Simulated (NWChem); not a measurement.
## Correlation energy of CH5Si

```
C
H 1 1.1013
H 1 1.1013 2 108.13
H 1 1.1042 2 108.04 3 -116.70
Si 1 1.8929 2 110.94 3 121.87
H 5 1.4971 1 111.67 2 58.50
H 5 1.4971 6 109.35 1 -124.10
```
Charge 0, spin multiplicity 2.

Everything below was run with NWChem. Structure: optimised with UB3LYP/def2-SVP, a minimum by its harmonic frequencies.

Basis set: cc-pVDZ. Each correlation energy counts from its own Hartree-Fock reference.

The correlated methods keep 6 core orbitals frozen. The structure started from a generated list of species. The unpaired electrons of the parent sit in orbitals of symmetry a' (Cs labels of the run); other states weren't searched. The stability of the SCF solutions was not checked. Open-shell Hartree-Fock references start from PBE0 orbitals. Coupled-cluster values serve here as a point of comparison, not as the truth.

```
method           correlation energy (mHa)
---------------  ------------------------
URI-MP2                            -237.3
UMP2                               -237.5
SCS-UMP2                           -245.2
CCSD on ROHF                          [?]
CCSD[T] on ROHF                       [?]
CCSD(T) on ROHF                    -284.5
CCSD on UHF                        -276.2
CCSD[T] on UHF                     -283.3
CCSD(T) on UHF                     -283.1
```

Question: Complete the blanks.

Answer: 
- CCSD on ROHF, correlation energy (mHa): -277.5
- CCSD[T] on ROHF, correlation energy (mHa): -284.7
